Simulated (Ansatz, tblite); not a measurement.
Cost and result up the ladder for Al8As8H22, a nanocrystal cut from wurtzite AlAs (hydrogen-capped) (38 atoms). Total charge 0; singlet. Geometry: PBE-D4/def2-SVP.

```xyz
38

Al    4.5155   -0.9474    1.2098
As    4.2239   -0.1569   -1.2067
As    2.0488   -1.1077    1.6952
Al    0.9058    1.0998    1.6867
Al    1.9990    0.1696   -2.3193
As    0.7909    1.6830   -0.7546
As   -1.4816    0.8333    2.3261
Al   -2.7137    3.0237    2.5000
Al   -1.4783    2.0821   -1.6977
As   -2.5560    3.5756    0.0061
Al    1.0064   -2.8948    0.3333
As    0.7713   -1.9523   -1.9575
As   -1.3716   -2.8704    1.1564
Al   -2.7989   -0.8027    1.0135
Al   -1.6021   -1.9909   -2.8352
As   -2.5187   -0.1429   -1.3692
H     5.1728    0.2750    2.0081
H     5.1472   -2.4166    1.1167
H     5.0022    1.1357   -1.4280
H     5.0466   -1.0347   -2.1437
H     1.9362   -1.6027    3.1365
H     1.6730    2.2234    2.5240
H     2.1085    0.6894   -3.8246
H     1.5073    3.0254   -0.8764
H    -1.4472    0.2577    3.7412
H    -1.8256    4.1163    3.2620
H    -4.2656    2.7513    2.7898
H    -1.5081    2.6779   -3.1783
H    -1.9298    4.9531   -0.1831
H    -3.9379    3.9206   -0.5383
H     1.6680   -4.3447    0.4273
H     1.5264   -2.9648   -2.8155
H    -1.3455   -3.2991    2.6215
H    -2.1301   -4.0690    0.5982
H    -4.2987   -1.0647    1.4938
H    -1.6170   -1.5210   -4.3654
H    -2.2637   -3.3624   -2.3176
H    -3.9597    0.0527   -1.8348
```

Ansatz on 2 threads of AMD EPYC 7R13 on a shared host and a share (18 GiB) of an NVIDIA H100 80GB HBM3; xTB runs through tblite on one thread. Times are rough, summed over both states, and most runs start from the orbitals of an earlier one. PBE0-D4/def2-SVP serves as the yardstick here, not as an exact answer. The other state is a doublet.

The xTB rows come from tblite. Correlated methods freeze 112 core orbitals; core or outer-core shells of As are correlated, in sets that lack core-valence functions. Single mean-field runs in def2-SVP are fitted with def2-universal-jkfit. HOMO above LUMO, or a gap near zero within one spin, warns that the state may not be the lowest or that an electron is smeared out.

Correlated methods converge slowly with the basis, most of all in double-zeta sets.

Raw xTB energies of ions are shifted by several eV.

| level | functions | vertical IE (eV) | difference from PBE0-D4/def2-SVP (eV) | remarks |
| --- | --- | --- | --- | --- |
| PBE0-D4/def2-SVP (with forces) | 510 | 8.35 | 0.00 | – |
| GFN2-xTB | 166 | 11.38 | 3.03 | – |
| GFN1-xTB | 188 | 11.87 | 3.52 | – |
| PBE-D4/def2-SVP | 510 | 7.81 | -0.53 | gap within one spin near zero (+1 doublet) |
| PBE-QIDH/def2-SVP (with forces) | 510 | 8.75 | 0.40 | – |

Task: Estimate how long each takes.

Result: GFN2-xTB 0.5 s; GFN1-xTB 0.53 s; PBE-D4/def2-SVP 9.3 s; PBE0-D4/def2-SVP (with forces) 14 s; PBE-QIDH/def2-SVP (with forces) 29 s. On shared hardware such times vary by a factor of up to 3.
